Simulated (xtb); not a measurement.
C2Hf, SMILES [C]1[C][Hf]1 (connectivity only; charge and spin as stated), neutral, multiplicity 1. All values are semi-empirical tight-binding results from xtb (GFN2-xTB unless named), good for trends rather than for accurate numbers. Coordinates come from a GFN2-xTB optimisation. The spin state was assumed, not searched.

Optimised geometry:

Bonded distances (Å): Hf1–C2 2.161, Hf1–C3 2.161, C2–C3 1.297. Angles (°): C2–Hf1–C3 34.9, Hf1–C2–C3 72.5, Hf1–C3–C2 72.5.
Charge 0, spin multiplicity 1.

For metal compounds this method's bond lengths and energies can be far off.

Task: Estimate the properties. (An estimate is asked for; the answer gives what the named calculation found.)

Result: 
* **point group as xtb finds it**: C2v
* **orbital gap**: 0.43 eV
* **zero-point energy**: 3.5 kcal/mol
* **G − E(el) at 298.15 K (modified RRHO)**: -13.3 kcal/mol

Task: Give the atomic charges and the Wiberg bond orders between heavy atoms. (The exact figures need the calculation; the answer reports its results.)

Result: charges (e) Hf1 0.33, C2 -0.17, C3 -0.17. Bond orders Hf1–C2 1.18, Hf1–C3 1.18, C2–C3 2.23.
